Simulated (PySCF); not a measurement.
Compound: C8H6N2.
Geometry (GFN2-xTB, Å), atoms numbered from 1 in this order:
```xyz
16
C8H6N2 angstrom
C      1.3112    1.1941    1.0516
C      1.1403   -0.0403    0.5692
C      2.2369   -0.9427    0.5625
N      3.1252   -1.6658    0.5454
C     -0.1365   -0.5775    0.0632
C     -0.4422   -1.8695    0.2053
C     -1.0655    0.3533   -0.6042
C     -0.6993    1.4107   -1.3346
C     -2.4457    0.0468   -0.4709
N     -3.5600   -0.1925   -0.3566
H      0.4997    1.9007    1.0969
H      2.2656    1.5200    1.4293
H      0.2364   -2.5598    0.6773
H     -1.3782   -2.2700   -0.1457
H     -1.4320    2.0348   -1.8181
H      0.3364    1.6666   -1.4820
```

Method used: PBE0/def2-SVPD in PySCF (dipole) on a GFN2-xTB geometry, gas phase.

Masses are those of the commonest isotopes; rigid-rotor values at the optimised geometry. The values belong to one conformer with, in the numbering `[CH2:1]=[C:2]([C:3]#[N:4])[C:5](=[CH2:6])[C:7](=[CH2:8])[C:9]#[N:10]`, C1–C2–C5–C6 -147°, C2–C5–C7–C8 33°.

Question: What are A, B and C (GHz)?

Answer: Ia = 176.10, Ib = 592.16, Ic = 702.86 u·Å²; 505379 MHz·u·Å²/I gives 2870, 853.5 and 719.0 MHz, that is A = 2.8699, B = 0.8535, C = 0.7190 GHz.

Question: Classify the top.

Answer: An asymmetric top: κ = (2 × 853.5 − 2870 − 719.0)/(2870 − 719.0) ≈ -0.88.

Question: Is it planar, by Δ = Ic − Ia − Ib?

Answer: Not planar: Δ = Ic − Ia − Ib = -65.40 u·Å². For a rigid frame Δ = −2 Σ m c², so Σ m c² = 32.70 u·Å² lies off the ab plane: 5.77 from hydrogen and 26.93 from heavier atoms. The atom farthest from that plane is 1.25 Å away.

Question: List the rotational levels J(Ka,Kc) to J = 3 (K).

Answer: Above 0(0,0), as E/k:
J = 1: 1(0,1) 0.075, 1(1,1) 0.172, 1(1,0) 0.179
J = 2: 2(0,2) 0.226, 2(1,2) 0.317, 2(1,1) 0.336, 2(2,1) 0.626, 2(2,0) 0.627
J = 3: 3(0,3) 0.451, 3(1,3) 0.533, 3(1,2) 0.572, 3(2,2) 0.853, 3(2,1) 0.854, 3(3,1) 1.353, 3(3,0) 1.353
The levels of one J sum to (2J + 1)J(J + 1)(A + B + C)/3.

Question: Predict some low-J microwave lines.

Answer: The dipole components are |μa| = 0.00 D, |μb| = 3.34 D, |μc| = 0.00 D; the symmetry axis of this C2 structure is b, so μa and μc vanish by symmetry and there are no a-type or c-type lines. Some of the stronger lines:

```json
{"type": "b", "branch": "Q", "J(Ka,Kc)": "1(1,0) ← 1(0,1)", "MHz": "2151", "lower level (cm⁻¹)": "0.052"}
{"type": "b", "branch": "Q", "J(Ka,Kc)": "3(1,2) ← 3(0,3)", "MHz": "2515", "lower level (cm⁻¹)": "0.314"}
{"type": "b", "branch": "R", "J(Ka,Kc)": "5(1,4) ← 4(2,3)", "MHz": "2576", "lower level (cm⁻¹)": "0.802"}
{"type": "b", "branch": "Q", "J(Ka,Kc)": "5(1,4) ← 5(0,5)", "MHz": "3266", "lower level (cm⁻¹)": "0.779"}
{"type": "b", "branch": "R", "J(Ka,Kc)": "1(1,1) ← 0(0,0)", "MHz": "3589", "lower level (cm⁻¹)": "0.000"}
{"type": "b", "branch": "R", "J(Ka,Kc)": "2(1,2) ← 1(0,1)", "MHz": "5027", "lower level (cm⁻¹)": "0.052"}
{"type": "b", "branch": "Q", "J(Ka,Kc)": "4(2,2) ← 4(1,3)", "MHz": "5688", "lower level (cm⁻¹)": "0.616"}
{"type": "b", "branch": "R", "J(Ka,Kc)": "3(1,3) ← 2(0,2)", "MHz": "6400", "lower level (cm⁻¹)": "0.157"}
{"type": "b", "branch": "Q", "J(Ka,Kc)": "2(2,1) ← 2(1,2)", "MHz": "6452", "lower level (cm⁻¹)": "0.220"}
{"type": "b", "branch": "Q", "J(Ka,Kc)": "3(2,2) ← 3(1,3)", "MHz": "6658", "lower level (cm⁻¹)": "0.371"}
{"type": "b", "branch": "R", "J(Ka,Kc)": "2(2,1) ← 1(1,0)", "MHz": "9329", "lower level (cm⁻¹)": "0.124"}
{"type": "b", "branch": "R", "J(Ka,Kc)": "2(2,0) ← 1(1,1)", "MHz": "9470", "lower level (cm⁻¹)": "0.120"}
{"type": "b", "branch": "Q", "J(Ka,Kc)": "4(3,1) ← 4(2,2)", "MHz": "10344", "lower level (cm⁻¹)": "0.806"}
{"type": "b", "branch": "R", "J(Ka,Kc)": "3(2,2) ← 2(1,1)", "MHz": "10767", "lower level (cm⁻¹)": "0.234"}
{"type": "b", "branch": "Q", "J(Ka,Kc)": "5(4,1) ← 5(3,2)", "MHz": "14563", "lower level (cm⁻¹)": "1.414"}
{"type": "b", "branch": "Q", "J(Ka,Kc)": "5(4,2) ← 5(3,3)", "MHz": "14568", "lower level (cm⁻¹)": "1.414"}
{"type": "b", "branch": "R", "J(Ka,Kc)": "5(2,3) ← 4(1,4)", "MHz": "15004", "lower level (cm⁻¹)": "0.571"}
{"type": "b", "branch": "R", "J(Ka,Kc)": "3(3,1) ← 2(2,0)", "MHz": "15133", "lower level (cm⁻¹)": "0.436"}
{"type": "b", "branch": "R", "J(Ka,Kc)": "3(3,0) ← 2(2,1)", "MHz": "15140", "lower level (cm⁻¹)": "0.435"}
{"type": "b", "branch": "R", "J(Ka,Kc)": "5(3,3) ← 4(2,2)", "MHz": "18226", "lower level (cm⁻¹)": "0.806"}
```

Not checked by GFN2-xTB frequencies. These are rigid-rotor constants of the computed structure; measured ground-state constants (B0) also hold zero-point vibration. Quadrupole hyperfine structure (14N) is left out.

On one thread, Arm Neoverse V1 (aarch64), on a shared host, this took 57 s wall and 0.97 GiB of memory at its peak. This is the PBE0/def2-SVPD job that gave the dipole, with the excitations it also computed.
